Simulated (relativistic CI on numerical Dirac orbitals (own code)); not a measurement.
Cu⁴⁺ in a cubic cluster: 1s photoemission with charge transfer

Computed with a charge-transfer multiplet model of a cubic metal-ligand cluster with up to 3 ligand holes, Slater and spin-orbit integrals from Dirac-Coulomb-Breit ions, Slater integrals scaled by 0.7. The parameters are those of a tetrahedral site (10Dq negative, t2 hopping the larger). The ground state mixes d7 with configurations of k ligand holes L, whose averages lie at kΔ + k(k − 1)U_dd/2; a core hole lowers each added d electron by U_cd. 20 K, Lorentzian 1.1 eV and Gaussian 0.6 eV FWHM.

Atomic integrals in eV (Slater integrals scaled, ζ unscaled), ground: F2dd 10.358, F4dd 6.495, zeta_d 0.120; with the core hole: F2dd 11.457, F4dd 7.209, zeta_d 0.161, G2cd 0.073.

Cluster parameters (eV): Δ = -0.7, U_cd = 8.2, 10Dq = -0.35, 10Dq(ligand) = 0, V(eg) = 0.93, V(t2g) = -1.57, final-state hopping factor = 1.

```csv
Case,n_d,d7,d8L,d9L2,d10L3,S
U_dd = 4.8 eV,7.61,0.46,0.48,0.06,0.00,1.50
U_dd = 5.5 eV,7.58,0.47,0.48,0.05,0.00,1.50
U_dd = 6.2 eV,7.57,0.48,0.47,0.04,0.00,1.50
U_dd = 6.9 eV,7.55,0.49,0.47,0.04,0.00,1.50
U_dd = 8.3 eV,7.53,0.50,0.47,0.03,0.00,1.50
```

Weights, n_d and S are thermal averages at 20 K. Binding energies count from the first peak over 30 % of the highest in each spectrum, which can be another peak from case to case. The parameters are a model scan and need not match a compound or its usual spin state. Peaks in eV (height, largest 100):
- U_dd = 4.8 eV: 0.0 (99), 4.7 (100), 8.1 (48), 14.3 (50)
- U_dd = 5.5 eV: 0.0 (100), 5.0 (91), 8.5 (36), 13.5 (44)
- U_dd = 6.2 eV: 0.0 (100), 5.2 (77), 9.0 (18), 12.9 (39)
- U_dd = 6.9 eV: 0.0 (100), 5.2 (60), 10.0 (11), 12.3 (34)
- U_dd = 8.3 eV: 0.0 (100), 5.5 (34), 11.4 (33)

For the case U_dd = 6.9 eV, Δ = -0.7 eV is smaller than U_dd = 6.9 eV, the charge-transfer side of the Zaanen-Sawatzky-Allen scheme (negative Δ: between configuration averages a ligand hole costs less than the nominal valence; multiplet and field energies can change this for the lowest states). With the core hole the average of the configuration with one ligand hole lies at Δ − U_cd = -8.9 eV before mixing: it lies below the unscreened one, so the lowest final states are mostly screened and the unscreened weight appears at higher binding energy as a satellite.
